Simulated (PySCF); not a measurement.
# Relaxation of triplet Pt2Se

Computed with UB3LYP/[Se def2-SVP, Pt def2-SVP with ECP60], scalar-relativistic core potentials, density fitting, no spin–orbit coupling, PySCF. A (50,194) grid was used.

A hand-made bent start, of C2v symmetry, held to at least that symmetry:

```xyz
3
charge 0 multiplicity 3, angstrom
Se    0.0000    0.0000   -1.1376
Pt    1.9578    0.0000    0.2332
Pt   -1.9578    0.0000    0.2332
```

Q: What does it relax to?

A: It ends at C2v with Pt–Pt 2.692 Å, Se–Pt 2.312 Å (×2); Pt–Pt–Se 54.4° (×2), Pt–Se–Pt 71.2° (after a last refinement on a finer grid). A frequency run shows a minimum.

Q: How much energy is released, and in how many steps?

A: 89.0 kJ/mol in 7 steps.

Open d and f shells are described by one determinant, and the ground state may have another occupation or spin. No spin–orbit coupling is included, which matters more the heavier the element.
